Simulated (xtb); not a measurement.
CH2NO, SMILES N=C=[OH+], charge +1. All values are semi-empirical tight-binding results from xtb (GFN2-xTB unless named), good for trends rather than for accurate numbers. Coordinates come from a GFN2-xTB optimisation. The isomer is the one that the SMILES or the coordinates give; other isomers of the formula were not compared.

```json
{
 "point_group_as_xtb_finds_it": "Cs",
 "orbital_gap": "6.85 eV",
 "zero_point_energy": "18.8 kcal/mol",
 "G − E(el) at 298.15 K (modified RRHO)": "4.1 kcal/mol",
 "static polarisability (D4 model)": "22.5 bohr³",
 "solvation energy, GFN2-xTB/ALPB(water)": "-78.4 kcal/mol",
 "solvation energy, GFN2-xTB/ALPB(acetonitrile)": "-66.3 kcal/mol"
}
```

Computed IR lines (harmonic; lines under 4 % of the strongest left out, lines within 3 cm⁻¹ merged):
ν (cm⁻¹): 261 (m), 382 (w), 536 (w), 542 (m), 850 (s), 1303 (m), 2523 (s), 3264 (s), 3489 (vs) (against the strongest line: vs over 80 %, s over 45 %, m over 15 %, w over 4 %, vw less)
